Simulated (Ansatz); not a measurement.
This geometry of C₂H₉NSeSi (14 atoms, charge 0, multiplicity 1) is a first-order saddle point.

These are results of Ansatz, RKS B3LYP/def2-SVP, not measurements.

```xyz
14
Properties=species:S:1:pos:R:3
C -2.086 1.304 0.100
Se -0.843 0.937 1.572
C 0.814 0.777 0.432
N 0.827 -0.270 -0.541
Si 1.239 -1.944 -0.257
H -3.100 1.319 0.523
H -1.875 2.278 -0.366
H -2.027 0.501 -0.650
H 1.611 0.647 1.179
H 0.956 1.760 -0.041
H 0.385 -0.025 -1.421
H 1.313 -2.152 1.216
H 2.560 -2.322 -0.850
H 0.212 -2.840 -0.867
```

**Question.** Which two structures does it join? (They come from a converged band through this point; their orientation in space is the band's.)

**Answer.** No bond is made or broken. The dihedral C3–N4–Si5–H12 goes from 75 to -45°. The two ends are copies of one structure, up to a mirror image or an exchange of like atoms.

First end point:

```xyz
14
Properties=species:S:1:pos:R:3
C -1.790 1.397 0.824
Se -0.002 1.166 1.599
C 0.954 0.791 -0.138
N 0.555 -0.367 -0.874
Si 0.918 -2.020 -0.430
H -2.495 1.515 1.659
H -1.832 2.293 0.188
H -2.071 0.505 0.246
H 2.006 0.715 0.179
H 0.851 1.700 -0.750
H -0.239 -0.212 -1.487
H 0.115 -2.586 0.698
H 2.357 -2.078 -0.043
H 0.659 -2.850 -1.642
```

Last end point:

```xyz
14
Properties=species:S:1:pos:R:3
C -2.107 1.171 -0.085
Se -0.996 0.828 1.496
C 0.778 0.823 0.536
N 0.980 -0.173 -0.469
Si 1.241 -1.877 -0.164
H -3.157 1.102 0.232
H -1.917 2.175 -0.491
H -1.918 0.407 -0.853
H 1.497 0.703 1.361
H 0.908 1.832 0.118
H 0.630 0.089 -1.386
H 2.236 -1.990 0.941
H 1.780 -2.455 -1.429
H 0.030 -2.664 0.222
```

**Question.** How far does it lie above each of them?

**Answer.** 4.7 kJ/mol above the first and 4.7 kJ/mol above the second. This is the barrier of this one path; another mechanism may lie lower.

The run took 2.6 min on 2 threads of Intel(R) Xeon(R) Platinum 8488C (Sapphire Rapids), on a shared host, peak memory 0.4 GiB.
